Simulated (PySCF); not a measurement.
**Shapes and spin states of [CuO2]-**

These are results of PySCF, B3LYP, basis Cu def2-SVPD, O def2-SVPD (no relativity, density fitting), not measurements.

Relaxations began from a few typed shapes and spin states; open shells are unrestricted. The search is not exhaustive: other isomers or separated fragments can lie lower, and high-lying points may rest on an excited occupation.

```
                                                 spin  group                           bonds                           angles  imaginary modes (cm⁻¹)  ΔE (kJ/mol)  ΔE with ZPE (kJ/mol)
                                              triplet    D∞h               Cu–O 1.728 Å (×2)                    O–Cu–O 180.0°                    none          0.0                   0.0
                                              triplet     Cs       Cu–O 1.943 Å, O–O 1.320 Å                    Cu–O–O 116.3°                    none        141.9                 142.6
                                              triplet    C2v  Cu–O 2.003 Å (×2), O–O 1.392 Å  Cu–O–O 69.7° (×2), O–Cu–O 40.7°                    none        165.9                 165.6
singlet (closed shell, unstable to spin polarisation)     Cs       Cu–O 1.838 Å, O–O 1.352 Å                    Cu–O–O 117.0°                    none        189.0                 189.7
singlet (closed shell, unstable to spin polarisation)    C2v               Cu–O 1.900 Å (×2)                     O–Cu–O 49.3°                    251i        247.3                     –
```

The lowest minimum found is the triplet D∞h: Cu–O 1.728 Å (×2); O–Cu–O 180.0°.

Formally Cu is in oxidation state +3, d8, with 2 unpaired electrons (the high-spin count). The Mulliken spin on Cu is 0.31, so most of the spin sits on the ligands and the formal count fails. The polar-tensor charge on Cu, 0.12, is far below the formal one.

For the lowest minimum: other spin states or occupations of the open shell can lie lower. The lowest empty level of this anion is unbound, so it and the gap depend on the basis.
